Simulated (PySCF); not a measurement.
PySCF input for C4H9FSi, SMILES CC[SiH2]/C=C\F, PBE0-D3(BJ)/def2-SVP. The structure is a stationary point at PBE0-D3(BJ)/def2-SVP. The structure was generated by enumeration; whether it is a known compound was not checked. The values are those of a single conformer.

```python
import numpy as np
from pyscf import gto, scf, dft, df
from pyscf.hessian import thermo

mol = gto.M(
    atom='''
    C    -3.19447016    0.07855770   -0.12867633
    C    -1.87156605   -0.50244307   -0.61897833
    Si   -0.34817639    0.23244750    0.21275935
    C     1.19144463   -0.57602754   -0.48959355
    C     2.42802391   -0.26698770   -0.11073177
    F     2.67261379    0.65911209    0.81573281
    H    -3.24868954    1.16501268   -0.30306690
    H    -4.05652858   -0.37809421   -0.63989281
    H    -3.33177221   -0.08355385    0.95234459
    H    -1.76291126   -0.35428464   -1.70793582
    H    -1.84552501   -1.59504863   -0.46044676
    H    -0.41770745    0.01179293    1.69228109
    H    -0.30432732    1.71158437   -0.01646522
    H     1.11270859   -1.35204625   -1.25801456
    H     3.35510438   -0.71023257   -0.49115015
    ''',
    basis='def2-SVP',
    charge=0,
    spin=0,
    max_memory=1600,
    verbose=3,
)
mf = dft.RKS(mol, xc='pbe0').density_fit(auxbasis='def2-universal-jkfit')
mf.disp = 'd3bj'
mf.grids.level = 3
mf.conv_tol = 1e-11
mf.max_cycle = 100
mf.kernel()

# analytic Hessian; the response equations are solved on a coarser grid
h, args, fine = mf.Hessian(), (mf.mo_energy, mf.mo_coeff, mf.mo_occ), mf.grids
h.max_memory = max(150, 2.5e-5 * df.make_auxmol(mol, mf.with_df.auxbasis).nao * mol.nelec[0] * (mol.nelec[0] + mol.nao))  # MB; small integral blocks
h1ao = h.make_h1(mf.mo_coeff, mf.mo_occ)
mf.grids = dft.Grids(mol).set(level=1).build(with_non0tab=True)
mo1, mo_e1 = h.solve_mo1(*args, h1ao)
mf.grids = fine
hess = h.hess_elec(*args, mo1, mo_e1, h1ao) + h.hess_nuc()
if mf.do_disp():
    hess += h.get_dispersion()
for i in range(mol.natm):  # the analytic DFT Hessian lacks the response of the grid: restore translational invariance
    hess[i, i] -= hess[i].sum(axis=0)
hess = (hess + hess.transpose(1, 0, 3, 2)) / 2
vib = thermo.harmonic_analysis(mol, hess, imaginary_freq=False)
thermo.dump_normal_mode(mol, vib)
th = thermo.thermo(mf, vib['freq_au'][vib['freq_au'] > 0], 298.15, 101325)
thermo.dump_thermo(mol, th)
g0 = mf.nuc_grad_method().set(verbose=0).kernel()

# dipole derivatives [dipole axis, atom, xyz] from the same response
r, irp = mol.intor('int1e_r'), mol.intor('int1e_irp').reshape(3, 3, mol.nao, mol.nao)
sl, dm0, ok = mol.aoslice_by_atom(), np.array(mf.make_rdm1()), []
dmu = np.einsum('a,xt->xat', mol.atom_charges(), np.eye(3))
for a, (_, _, p0, p1) in enumerate(sl):
    dmu[:, a] += 2 * np.einsum('xtij,ij->xt', irp[:, :, :, p0:p1], dm0.reshape(-1, mol.nao, mol.nao).sum(0)[:, p0:p1])
    for u, c, occ, f in [(mo1, mf.mo_coeff, mf.mo_occ, 4)]:
        dmu[:, a] -= f * np.einsum('tui,xuv,vi->xt', u[a], r, c[:, occ > 0], optimize=True)
L = vib['norm_mode']
ir = 974.8801 * (np.einsum('xat,kat->kx', dmu, L) ** 2).sum(1)       # km/mol
apt = np.einsum('xax->a', dmu) / 3
print('mode   freq/cm-1   IR/(km/mol)')
for k, w in enumerate(vib['freq_wavenumber']):
    print(f'{k + 1:4d} {w:11.2f} {ir[k]:13.3f}')
print('max |gradient| / (hartree/bohr):', abs(g0).max())
print('APT charges:', apt.round(4))
```

Output:

```
converged SCF energy = -546.4718196036

WARN: DFTD3 does not support analytical Hessian, using finite difference


WARN: Mole.unit (angstrom) is changed to Bohr

Mode                                 0                   1                   2
Irrep
Freq [cm^-1]                       13.0161             76.0111             89.8224
Reduced mass [au]                   3.6093              2.1655              4.6066
Force const [Dyne/A]                0.0004              0.0074              0.0219
Char temp [K]                      18.7273            109.3630            129.2345
Normal mode                   x     y     z       x     y     z       x     y     z
       0   C                -0.00 -0.05  0.05    0.01  0.09 -0.09   -0.05 -0.08 -0.09
       1   C                -0.00 -0.05  0.05   -0.01 -0.08  0.08    0.02  0.00  0.01
       2  Si                 0.00  0.07 -0.07   -0.00 -0.04  0.04   -0.03  0.06  0.06
       3   C                 0.00  0.06 -0.06    0.00  0.05 -0.05   -0.05  0.05  0.04
       4   C                -0.00 -0.01  0.01    0.00  0.05 -0.05   -0.01 -0.02 -0.02
       5   F                -0.00 -0.08  0.08   -0.00 -0.02  0.02    0.11 -0.04 -0.04
       6   H                -0.04 -0.07 -0.05    0.08  0.06 -0.29   -0.11 -0.09 -0.10
       7   H                -0.01 -0.12  0.13    0.00  0.04 -0.04    0.02 -0.15 -0.15
       8   H                 0.04  0.05  0.07   -0.06  0.30 -0.06   -0.11 -0.09 -0.10
       9   H                -0.05 -0.15  0.03    0.06 -0.26  0.06    0.08  0.00  0.01
      10   H                 0.04 -0.04  0.15   -0.09 -0.06  0.25    0.08  0.01  0.01
      11   H                 0.08  0.21 -0.05    0.07 -0.07  0.04   -0.04  0.06  0.06
      12   H                -0.06  0.05 -0.22   -0.07 -0.04  0.06   -0.04  0.06  0.06
      13   H                 0.01  0.11 -0.12    0.01  0.11 -0.11   -0.11  0.05  0.04
      14   H                -0.00 -0.03  0.03    0.01  0.12 -0.12   -0.06 -0.08 -0.09
[...]
Force const [Dyne/A]                1.5097              1.3960              1.3356
Char temp [K]                    1970.3855           2006.1783           2057.7501
Normal mode                   x     y     z       x     y     z       x     y     z
       0   C                -0.00  0.00  0.00    0.11 -0.05 -0.04   -0.04  0.01  0.00
       1   C                 0.00 -0.00 -0.00   -0.01 -0.01 -0.01    0.04 -0.05 -0.05
       2  Si                -0.01  0.00  0.00    0.00 -0.00 -0.00    0.00 -0.00 -0.00
       3   C                 0.11 -0.03 -0.02   -0.00  0.00  0.00   -0.00  0.00  0.00
       4   C                -0.00  0.07  0.07    0.00  0.00  0.00   -0.00 -0.00 -0.00
       5   F                -0.02 -0.01 -0.01   -0.00  0.00  0.00    0.00  0.00  0.00
       6   H                 0.00  0.00 -0.00   -0.46 -0.02  0.21    0.13  0.00 -0.07
       7   H                 0.00 -0.00 -0.00   -0.28  0.29  0.27    0.02 -0.05 -0.05
       8   H                 0.00 -0.00  0.00   -0.44  0.24 -0.05    0.13 -0.08  0.01
       9   H                -0.00  0.01  0.00   -0.00  0.18  0.02   -0.12  0.64  0.05
      10   H                -0.00  0.00  0.01   -0.01  0.02  0.18   -0.16  0.06  0.63
      11   H                 0.02 -0.01  0.01   -0.00  0.01 -0.00   -0.00  0.01  0.00
      12   H                 0.02  0.01 -0.01   -0.00 -0.00  0.01   -0.00  0.00  0.01
      13   H                -0.32  0.01 -0.01   -0.01  0.00  0.00    0.02 -0.00  0.00
      14   H                -0.46 -0.43 -0.45   -0.00 -0.00 -0.00    0.01  0.01  0.01
Mode                                27                  28                  29
Irrep
Freq [cm^-1]                     1472.9249           1477.0778           1724.8697
Reduced mass [au]                   1.0431              1.0341              7.5289
Force const [Dyne/A]                1.3333              1.3293             13.1976
Char temp [K]                    2119.2110           2125.1861           2481.7035
Normal mode                   x     y     z       x     y     z       x     y     z
       0   C                 0.03  0.03  0.03   -0.00 -0.03  0.03   -0.00  0.00  0.00
       1   C                 0.02  0.01  0.01   -0.00 -0.01  0.01    0.00 -0.00 -0.00
       2  Si                -0.00 -0.00 -0.00   -0.00 -0.00  0.00    0.01 -0.00 -0.00
       3   C                -0.00  0.00  0.00    0.00  0.00 -0.00   -0.18 -0.03 -0.04
       4   C                 0.00  0.00  0.00    0.00 -0.00  0.00    0.18  0.07  0.08
       5   F                -0.00 -0.00 -0.00    0.00  0.00 -0.00   -0.01 -0.01 -0.01
       6   H                -0.07 -0.09 -0.62   -0.47 -0.07 -0.16    0.00  0.00  0.00
       7   H                -0.23  0.25  0.23    0.03  0.48 -0.48    0.00 -0.00 -0.00
       8   H                -0.10 -0.61 -0.09    0.47  0.13  0.10    0.00  0.00  0.00
       9   H                -0.04 -0.02  0.00   -0.05  0.02  0.02   -0.01 -0.00 -0.00
      10   H                -0.04  0.01 -0.03    0.05 -0.02 -0.02   -0.01 -0.00 -0.00
      11   H                -0.00  0.00 -0.00    0.00  0.00  0.00   -0.00 -0.01  0.01
      12   H                -0.00 -0.00  0.00   -0.00 -0.00 -0.00   -0.00  0.01 -0.01
      13   H                -0.00  0.00  0.00   -0.00 -0.00  0.00    0.05 -0.07 -0.07
      14   H                 0.00 -0.00 -0.00   -0.00 -0.00  0.00    0.03 -0.15 -0.14
Mode                                30                  31                  32
Irrep
Freq [cm^-1]                     2211.3439           2215.4517           3048.7929
Reduced mass [au]                   1.0505              1.0304              1.0373
Force const [Dyne/A]                3.0267              2.9797              5.6808
Char temp [K]                    3181.6315           3187.5417           4386.5341
Normal mode                   x     y     z       x     y     z       x     y     z
       0   C                 0.00 -0.00  0.00   -0.00  0.00  0.00    0.04 -0.02 -0.02
       1   C                 0.00  0.00 -0.00   -0.00  0.00  0.00   -0.00 -0.01 -0.01
       2  Si                 0.00  0.03 -0.03    0.00  0.02  0.02   -0.00 -0.00 -0.00
       3   C                 0.00  0.00 -0.00   -0.00 -0.00 -0.00    0.00  0.00  0.00
       4   C                -0.00 -0.00  0.00    0.00  0.00  0.00   -0.00 -0.00 -0.00
       5   F                 0.00  0.00  0.00   -0.00 -0.00 -0.00    0.00  0.00  0.00
       6   H                 0.00  0.00 -0.00    0.00  0.00 -0.00   -0.02  0.55 -0.09
       7   H                -0.00 -0.00  0.00    0.00 -0.00 -0.00   -0.44 -0.25 -0.27
       8   H                -0.00  0.00 -0.00    0.00 -0.00  0.00   -0.06 -0.09  0.55
       9   H                -0.00 -0.00 -0.01    0.00  0.00  0.00   -0.01 -0.02  0.10
      10   H                 0.00  0.01  0.00    0.00  0.00  0.00   -0.00  0.10 -0.02
      11   H                -0.03 -0.10  0.71    0.03  0.11 -0.65    0.00  0.00  0.00
      12   H                -0.02 -0.65  0.09   -0.02 -0.72  0.12    0.00  0.00  0.00
      13   H                 0.00  0.00 -0.00   -0.01  0.00 -0.00   -0.00  0.00  0.00
      14   H                 0.00  0.00 -0.00   -0.00 -0.00 -0.00   -0.00  0.00  0.00
Mode                                33                  34                  35
Irrep
Freq [cm^-1]                     3051.8997           3104.7950           3138.6281
Reduced mass [au]                   1.0615              1.1025              1.1041
Force const [Dyne/A]                5.8252              6.2616              6.4081
Char temp [K]                    4391.0041           4467.1088           4515.7871
Normal mode                   x     y     z       x     y     z       x     y     z
       0   C                -0.00  0.01  0.01   -0.00 -0.02  0.02    0.04  0.05  0.06
       1   C                 0.01 -0.05 -0.05    0.00  0.06 -0.06   -0.00  0.00  0.00
       2  Si                 0.00  0.00  0.00    0.00  0.00 -0.00   -0.00  0.00  0.00
       3   C                -0.00  0.00  0.00   -0.00 -0.00  0.00   -0.00 -0.00 -0.00
       4   C                -0.00  0.00  0.00   -0.00 -0.00  0.00   -0.00 -0.00 -0.00
       5   F                 0.00  0.00  0.00    0.00  0.00 -0.00    0.00  0.00  0.00
       6   H                 0.01 -0.11  0.02   -0.01  0.17 -0.03    0.02 -0.38  0.08
       7   H                 0.02  0.01  0.01   -0.00 -0.00  0.00   -0.60 -0.32 -0.36
       8   H                 0.01  0.02 -0.11    0.02  0.02 -0.17    0.05  0.07 -0.38
       9   H                -0.06 -0.11  0.66   -0.06 -0.08  0.64    0.00  0.01 -0.05
      10   H                -0.01  0.67 -0.11    0.01 -0.64  0.09    0.00 -0.05  0.01
      11   H                -0.00 -0.00  0.00    0.00 -0.00  0.00    0.00 -0.00 -0.00
      12   H                -0.00  0.00 -0.00   -0.00 -0.00  0.00    0.00 -0.00 -0.00
      13   H                -0.00 -0.00 -0.00    0.00  0.00 -0.00    0.00  0.00  0.00
      14   H                 0.00 -0.00 -0.00    0.00  0.00 -0.00    0.00 -0.00 -0.00
Mode                                36                  37                  38
Irrep
Freq [cm^-1]                     3142.0052           3192.6307           3215.1459
Reduced mass [au]                   1.1036              1.0849              1.1025
Force const [Dyne/A]                6.4190              6.5152              6.7147
Char temp [K]                    4520.6459           4593.4848           4625.8791
Normal mode                   x     y     z       x     y     z       x     y     z
       0   C                 0.00  0.06 -0.06    0.00  0.00  0.00    0.00 -0.00 -0.00
       1   C                 0.00  0.02 -0.02   -0.00  0.00  0.00   -0.00  0.00  0.00
       2  Si                 0.00  0.00 -0.00    0.00 -0.00 -0.00    0.00 -0.00 -0.00
       3   C                -0.00 -0.00  0.00    0.00  0.04  0.04    0.01  0.04  0.04
       4   C                 0.00 -0.00  0.00    0.05 -0.02 -0.02   -0.06  0.02  0.02
       5   F                -0.00 -0.00  0.00   -0.00 -0.00 -0.00    0.00 -0.00 -0.00
       6   H                 0.03 -0.64  0.10    0.00 -0.00  0.00    0.00  0.00 -0.00
       7   H                 0.00  0.01 -0.01   -0.00 -0.00 -0.00   -0.00 -0.00 -0.00
       8   H                -0.07 -0.09  0.64    0.00  0.00 -0.00    0.00 -0.00  0.00
       9   H                -0.02 -0.02  0.17   -0.00  0.00 -0.00   -0.00  0.00 -0.00
      10   H                 0.00 -0.17  0.02   -0.00 -0.00  0.00   -0.00 -0.00  0.00
      11   H                 0.00 -0.00  0.00    0.00  0.00 -0.00   -0.00  0.00 -0.00
      12   H                -0.00 -0.00  0.00    0.00 -0.00  0.00   -0.00 -0.00  0.00
      13   H                 0.00  0.00 -0.00   -0.05 -0.50 -0.49   -0.05 -0.46 -0.45
      14   H                 0.00  0.00 -0.00   -0.55  0.26  0.23    0.59 -0.28 -0.24
temperature 298.1500 [K]
pressure 101325.00 [Pa]
Rotational constants [GHz] 9.82256 1.09725 1.01101
Symmetry number 1
Zero-point energy (ZPE) 0.11789 [Eh]   309528.281 [J/mol]
                           tot       elec      trans        rot        vib
Entropy [J/mol/K]       390.249      0.000    166.693    116.233    107.323
Cv [J/mol/K]            120.854      0.000     12.472     12.472     95.911
Cp [J/mol/K]            129.169      0.000     20.786     12.472     95.911
Internal energy [J/mol]                      3718.434   3718.434 324386.449
Internal energy [Eh]   -546.34543  -546.47182
Enthalpy [J/mol]                             6197.391   3718.434 324386.449
Enthalpy [Eh]          -546.34449
Gibbs free energy [J/mol]                  -43502.161 -30936.397 292388.050
Gibbs free energy [Eh] -546.38881
mode   freq/cm-1   IR/(km/mol)
   1       13.02         0.026
   2       76.01         0.397
   3       89.82         0.657
   4      176.14         1.478
   5      213.57         0.155
   6      283.57         1.085
   7      339.63         8.088
   8      493.53        13.063
   9      595.00         5.743
  10      690.39        23.356
  11      692.35        39.364
  12      755.85        90.285
  13      770.53        31.604
  14      777.47        17.886
  15      850.73       150.290
  16      950.06        60.600
  17      965.08         0.584
  18      981.75        27.122
  19      985.05         8.044
  20     1044.50        81.599
  21     1064.29        25.511
  22     1245.40        66.749
  23     1247.92         1.328
  24     1257.81         5.608
  25     1369.49         3.256
  26     1394.36         3.003
  27     1430.21         2.379
  28     1472.92         4.799
  29     1477.08         8.722
  30     1724.87       200.751
  31     2211.34       124.488
  32     2215.45        80.958
  33     3048.79        35.472
  34     3051.90         7.428
  35     3104.80         3.241
  36     3138.63        19.358
  37     3142.01        19.725
  38     3192.63         3.814
  39     3215.15         9.090
max |gradient| / (hartree/bohr): 0.0002541571813053123
APT charges: [ 0.0617 -0.2637  1.213  -0.5789  0.5932 -0.4923 -0.0044 -0.0334 -0.0044
 -0.0115 -0.0116 -0.2775 -0.2772  0.0509  0.0361]
```

The run converged.

Cost: very roughly 7 core-minutes.
